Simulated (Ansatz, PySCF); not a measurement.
BGe₂H₇, SMILES [GeH3][BH][GeH3]. Atoms are numbered in the order given.

```xyz
10

B      0.8950    -0.0805    -0.1046
Ge    -0.2258    -1.7597     0.3332
H      0.3291    -3.0638    -0.2818
H     -0.1873    -1.9261     1.8749
H     -1.7111    -1.6228    -0.0677
Ge     0.0458     1.7913    -0.3113
H     -0.2463     1.9794    -1.8230
H     -1.3027     1.9329     0.4286
H      0.9678     2.9515     0.1249
H      2.0871    -0.1973    -0.2446
```

The structure is a stationary point at B3LYP-D3(BJ)/def2-SVP. This is a generated structure with no PubChem entry under its InChIKey; it may be hypothetical.

Two levels are set side by side: PBE-D3(BJ)/def2-SVP (Ansatz, a program for electronic structure) and B3LYP-D3(BJ)/def2-SVP (Ansatz). Each level has its own optimised geometry; the coordinates shown are those of the second. Frequencies come from the Hessian of PySCF at each geometry. Differences are taken from unrounded values.

```json
[
 {"quantity": "mean bond length (Å)", "B3LYP-D3(BJ)": "1.624", "PBE-D3(BJ)": "1.630", "PBE-D3(BJ) minus B3LYP-D3(BJ)": "0.006"},
 {"quantity": "bond B1–Ge2 (Å)", "B3LYP-D3(BJ)": "2.066", "PBE-D3(BJ)": "2.060", "PBE-D3(BJ) minus B3LYP-D3(BJ)": "-0.006"},
 {"quantity": "bond B1–Ge6 (Å)", "B3LYP-D3(BJ)": "2.066", "PBE-D3(BJ)": "2.060", "PBE-D3(BJ) minus B3LYP-D3(BJ)": "-0.006"},
 {"quantity": "bond B1–H10 (Å)", "B3LYP-D3(BJ)": "1.206", "PBE-D3(BJ)": "1.217", "PBE-D3(BJ) minus B3LYP-D3(BJ)": "0.011"},
 {"quantity": "bond Ge2–H3 (Å)", "B3LYP-D3(BJ)": "1.545", "PBE-D3(BJ)": "1.553", "PBE-D3(BJ) minus B3LYP-D3(BJ)": "0.008"},
 {"quantity": "bond Ge2–H4 (Å)", "B3LYP-D3(BJ)": "1.551", "PBE-D3(BJ)": "1.561", "PBE-D3(BJ) minus B3LYP-D3(BJ)": "0.010"},
 {"quantity": "bond Ge2–H5 (Å)", "B3LYP-D3(BJ)": "1.545", "PBE-D3(BJ)": "1.553", "PBE-D3(BJ) minus B3LYP-D3(BJ)": "0.008"},
 {"quantity": "bond Ge6–H7 (Å)", "B3LYP-D3(BJ)": "1.551", "PBE-D3(BJ)": "1.561", "PBE-D3(BJ) minus B3LYP-D3(BJ)": "0.010"},
 {"quantity": "bond Ge6–H8 (Å)", "B3LYP-D3(BJ)": "1.545", "PBE-D3(BJ)": "1.553", "PBE-D3(BJ) minus B3LYP-D3(BJ)": "0.008"},
 {"quantity": "bond Ge6–H9 (Å)", "B3LYP-D3(BJ)": "1.545", "PBE-D3(BJ)": "1.553", "PBE-D3(BJ) minus B3LYP-D3(BJ)": "0.008"},
 {"quantity": "highest harmonic wavenumber (cm⁻¹)", "B3LYP-D3(BJ)": "2616", "PBE-D3(BJ)": "2559", "PBE-D3(BJ) minus B3LYP-D3(BJ)": "-57"},
 {"quantity": "mean harmonic wavenumber (cm⁻¹)", "B3LYP-D3(BJ)": "1047", "PBE-D3(BJ)": "1016", "PBE-D3(BJ) minus B3LYP-D3(BJ)": "-30"},
 {"quantity": "zero-point energy (kcal/mol)", "B3LYP-D3(BJ)": "35.91", "PBE-D3(BJ)": "34.87", "PBE-D3(BJ) minus B3LYP-D3(BJ)": "-1.04"}
]
```

Exact exchange shortens and stiffens bonds; PBE has none. Differences between two approximate levels are no errors against the true value.
